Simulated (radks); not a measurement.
Task: Species: Re2+. Configuration: [Xe] 4f14 5d5. All-electron calculation, Dirac Kohn-Sham, PBE, spin-unpolarised, spherical densities, finite nucleus; open shells are shared between the two j in proportion to 2j + 1; Fermi nuclear charge, rms radius 5.3698 fm. Program: a radial shooting solver on a logarithmic mesh with Libxc functionals. Some entries of the table are withheld. Estimate them.

| orbital | occ. | eigenvalue (Ry) | r(max) (bohr) | <r^2> (bohr^2) |
|---|---|---|---|---|
| 1s1/2 | 2 | -5258.750 | 0.01124 | 0.0004481 |
| 2s1/2 | 2 | -912.1791 | (1) | 0.006820 |
| 2p1/2 | 2 | -873.0659 | 0.04802 | 0.004859 |
| 2p3/2 | 4 | -767.2556 | 0.05496 | 0.006057 |
| 3s1/2 | 2 | -212.1100 | 0.1822 | 0.04448 |
| 3p1/2 | 2 | -194.6065 | 0.1705 | 0.04075 |
| 3p3/2 | 4 | -171.6285 | 0.1847 | 0.04730 |
| 3d3/2 | 4 | -142.1639 | (2) | 0.03659 |
| 3d5/2 | 6 | -137.1759 | (3) | 0.03839 |
| 4s1/2 | 2 | -45.22665 | 0.4131 | 0.2193 |
| 4p1/2 | 2 | -37.91573 | 0.4125 | (4) |
| 4p3/2 | 4 | -32.55542 | 0.4423 | (5) |
| 4d3/2 | 4 | -20.53751 | 0.4382 | 0.2822 |
| 4d5/2 | 6 | -19.54698 | 0.4476 | 0.2951 |
| 5s1/2 | 2 | -7.46811 | 0.9389 | 1.209 |
| 5p1/2 | 2 | -5.25956 | 1.004 | 1.464 |
| 5p3/2 | 4 | -4.45339 | 1.087 | 1.736 |
| 4f5/2 | 6 | -4.42419 | (6) | 0.4127 |
| 4f7/2 | 8 | -4.23957 | (7) | 0.4260 |
| 5d3/2 | 2 | -1.61716 | 1.383 | 3.593 |
| 5d5/2 | 3 | -1.54489 | 1.425 | 3.833 |

Result: 
(1) 2s1/2 r(max) (bohr): 0.06473
(2) 3d3/2 r(max) (bohr): 0.1445
(3) 3d5/2 r(max) (bohr): 0.1485
(4) 4p1/2 <r^2> (bohr^2): 0.2256
(5) 4p3/2 <r^2> (bohr^2): 0.2604
(6) 4f5/2 r(max) (bohr): 0.4144
(7) 4f7/2 r(max) (bohr): 0.4193
